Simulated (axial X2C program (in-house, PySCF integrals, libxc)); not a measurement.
**Curves of HI⁺ by EOM-IP-CCSD**

Calculated with an axial X2C code built on PySCF integrals: two-component X2C with atomic mean-field Coulomb and Gaunt terms, Gaussian nuclei, basis I dyall-cv3z, H dyall-v3z with contracted cores.

Energies in eV from the lowest point of the lowest state; states are followed by energy order within each Ω. Reference: HI, 8 electrons correlated in 86 virtual spinors with an MP2 remainder; levels at this size can be off by some tenths of an eV. Masses 126.904 and 1.008 u.

```tsv
R (Å)	(1)Ω=3/2	(1)Ω=1/2	(2)Ω=1/2
1.487	0.2505	0.8939	4.6342
1.551	0.0694	0.7138	4.3075
1.616	0.0000	0.6454	4.0804
1.689	0.0194	0.6653	3.9124
1.761	0.1127	0.7585	3.8135
1.858	0.3130	0.9582	3.7581
```

Q: Fit the curves (1)Ω=3/2, (1)Ω=1/2 near their minima.

A: At EOM-IP-CCSD from HI (the fit fixes ωe to about one per cent; ωe of higher roots by this method can be off by ten per cent):

```
   state  Te (cm⁻¹)  Re (Å)  ωe (cm⁻¹)
(1)Ω=3/2          0   1.636     2206.4
(1)Ω=1/2       5210   1.635     2200.6
```

For HI at CCSD, and between the minima:

Re = 1.613 Å, ωe = 2317.7 cm⁻¹; removing the electron costs 10.240 eV without zero-point terms.

No minimum in range: (2)Ω=1/2; the order of states may turn beyond it. T1 of the reference reaches 0.009 (Lee–Taylor). Curves followed by order can swap character. Number of frozen shells: I 4 s, 3 p, 2 d; H none. Roots with under 60 % one-particle weight at any point are counted in the labels but not shown, and the list ends where the roots sought for some Ω run out; states that need a further excitation are missing and may lie low or lowest. Curves with a minimum but no constants failed the fit check.
